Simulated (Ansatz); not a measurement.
System: C$_{5}$H$_{9}$O (charge -1, singlet). It need not be the lowest isomer of its formula. Whether it binds its extra electron was not tested at this geometry. 
Coordinates optimised at B3LYP-D3(BJ)/def2-TZVP (Ansatz, a quantum-chemistry and plane-wave program):
SMILES: [CH2-]C(=O)CCC
```xyz
15

C      2.5963     0.6260    -0.2536
C      1.3159    -0.0489     0.2348
C      0.0388     0.5530    -0.3462
C     -1.2070    -0.2853     0.0217
O     -1.1558    -1.5075    -0.3188
C     -2.2264     0.3758     0.6753
H      2.6087     1.6907     0.0024
H      2.6827     0.5542    -1.3424
H      3.4929     0.1707     0.1813
H      1.3194    -1.1103    -0.0239
H      1.2657     0.0057     1.3285
H      0.1240     0.5555    -1.4417
H     -0.0707     1.5937    -0.0206
H     -2.1532     1.4302     0.9138
H     -3.1294    -0.1533     0.9615
```
Charge -1, spin multiplicity 1.

Parts of the frozen-core correlation energy in cc-pwCVTZ (Ansatz, hartree). Frozen orbitals: 6; correlated occupied orbitals by spin: 18 and 18; virtual: 360 and 360. No spin-orbit coupling. No relativistic terms.

```csv
term,value
reference (HF),-269.51021
MP2 opposite-spin,-0.85518
MP2 same-spin,-0.26686
CCSD correlation,-1.16094
(T),-0.05180
T1 diagnostic,0.014
largest doubles amplitude,0.041
```
